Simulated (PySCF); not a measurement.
Level of theory: B3LYP-D3(BJ)/def2-TZVP run with PySCF 2.14.0. Isolated molecules, 0 K electronic values unless said otherwise. One relaxed conformer stands for a flexible species; it need not be the lowest. B3LYP has the VWN-RPA correlation part, as in Gaussian. Delta-SCF ions had no search for a lower state. Excitations are Tamm–Dancoff values on a coarser integration grid. The basis has no diffuse functions, so Rydberg states are missing or too high.

Reference species (SMILES): `C=BCN` (neutral, multiplicity 1).

```json
{
 "S1–T1 gap (TDA)": "0.39 eV",
 "vertical ionisation energy (Delta-SCF)": "8.63 eV",
 "T1 excitation (TDA)": "3.25 eV",
 "HOMO": "-6.16 eV"
}
```

After one change: the S1–T1 gap (TDA) rises by 0.27 eV; the vertical ionisation energy (Delta-SCF) rises by 0.68 eV; the T1 excitation (TDA) decreases by 1.13 eV; the HOMO falls by 0.68 eV.

Which change was made? The new species is one of these.
A) `B/C=N\C`
B) `[H]/B=C(\C)N`
C) `[H]/N=C(\B)C`
D) `B/C=C\N`

A, `B/C=N\C`
